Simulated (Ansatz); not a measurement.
A nudged elastic band was laid between two geometries of GeH4O3 + H2O (11 atoms, charge 0, multiplicity 1).

Level of theory: Ansatz 0.2.0, RKS PBE-D4/def2-SVP.

```json
{"movable images": "7", "climbing image": "yes", "spring": "5.0 eV/Å²", "optimiser": "quadratic models (default)", "start path": "through a guess of the saddle point", "force threshold": "0.05 eV/Å", "iteration limit": "60", "end points": "relaxed"}
```

Initial state:

```xyz
11
Properties=species:S:1:pos:R:3
Ge -0.195 -0.038 0.274
H -0.501 -0.229 1.774
O 1.567 -0.284 -0.113
H 1.617 -0.858 -0.902
O -0.913 1.351 -0.586
H -1.533 0.957 -1.232
O -0.975 -1.386 -0.661
H -1.137 -2.163 -0.096
O 1.162 1.837 1.273
H 1.806 1.473 0.621
H 1.505 1.482 2.116
```

Final state:

```xyz
11
Properties=species:S:1:pos:R:3
Ge 0.247 0.396 -0.453
H -0.275 -0.273 3.366
O 1.529 -0.054 -1.608
H 1.694 -1.013 -1.524
O -0.970 1.453 -1.194
H -1.452 0.966 -1.889
O -0.425 -1.156 0.124
H -0.745 -1.053 1.041
O 0.886 1.368 0.900
H 1.862 1.340 0.880
H 0.054 0.168 2.824
```

(1) Which bonds break or form, and what moves?

(2) What energy profile does the band end with?

(3) What is the geometry of the highest image?

(4) What are the harmonic wavenumbers there?

Results:

(1) Bonds broken: Ge1–H2, O9–H11. Bonds formed: Ge1–O9, H2–H11. GeH4O3 + H2O becomes GeH4O4 + H2.

(2) The run converged. The highest image is number 4 of 0 to 8, 34.1 kcal/mol above the first end and 34.0 kcal/mol above the last; the last end lies 0.1 kcal/mol above the first. A vibrational analysis at the climbing image gives one clearly imaginary mode, 1187i cm⁻¹: a first-order saddle point. The orbitals stay closed-shell, which can raise the energy where a bond breaks towards radicals; this wasn't checked here.

```
image  path coordinate (Å)  energy (kcal/mol)  Ge1–H2 (Å)  O9–H11 (Å)  Ge1–O9 (Å)
    0                 0.00                0.0        1.54        0.98        2.52
    1                 0.57                0.9        1.55        0.98        2.42
    2                 1.14                4.5        1.57        0.98        2.36
    3                 1.70               14.6        1.65        1.00        2.18
    4                 2.27               34.1        1.95        1.29        1.96
    5                 2.99               15.4        2.47        1.81        1.81
    6                 3.70                4.9        3.04        2.08        1.79
    7                 4.42                0.9        3.56        2.27        1.78
    8                 5.13                0.1        3.91        2.42        1.78
```

(3) 
```xyz
11
Properties=species:S:1:pos:R:3:forces:R:3
Ge 0.163 0.245 0.021 0.01 -0.02 -0.01
H -0.261 -0.062 1.900 0.00 0.01 0.00
O 1.744 -0.111 -0.745 0.00 0.00 0.00
H 1.678 -0.991 -1.167 0.00 0.00 0.00
O -0.925 1.425 -0.749 0.00 0.00 0.00
H -1.576 0.910 -1.265 -0.01 0.00 0.00
O -0.625 -1.365 -0.267 0.01 0.01 0.00
H -1.196 -1.599 0.489 -0.01 -0.01 0.00
O 1.018 1.559 1.192 -0.01 0.00 0.00
H 1.989 1.426 1.134 0.00 0.00 0.01
H 0.395 0.703 1.924 0.01 0.00 0.00
```

(4) 1187i, 108, 144, 211, 232, 250, 266, 309, 382, 420, 516, 558, 646, 670, 721, 809, 839, 885, 918, 959, 1307, 1596, 1893, 3643, 3700, 3704, 3727 cm⁻¹.

Run time: 81 s on 4 threads of Arm Neoverse V2, on a shared host, peak memory 0.17 GiB.
